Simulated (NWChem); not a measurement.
System: CaF₂; SMILES [F][Ca][F]

```xyz
3

Ca     0.0000     0.0000     0.1920
F      1.9003     0.0000    -0.4161
F     -1.9003     0.0000    -0.4161
```
Atoms are numbered in this order, from 1.

Level: PBE0-D3(BJ)/def2-TZVP (NWChem), optimised geometry, unscaled harmonic frequencies. 

```json
[
 {"frequency (cm⁻¹)": "89", "IR intensity (km/mol)": "79.2"},
 {"frequency (cm⁻¹)": "522", "IR intensity (km/mol)": "30.1"},
 {"frequency (cm⁻¹)": "601", "IR intensity (km/mol)": "306.7"}
]
```

```yaml
zero_point_energy: 1.7 kcal/mol
thermal correction to the enthalpy at 298.15 K (with zero-point energy): 4.8 kcal/mol
heat capacity Cv: 10.1 cal/(mol K)
entropy at 298.15 K and 1 atm (symmetry number 2): 65.7 cal/(mol K)
dipole_moment: 4.28 D
```

Rigid rotor and harmonic oscillator; modes under 100 cm⁻¹ make the entropy uncertain.
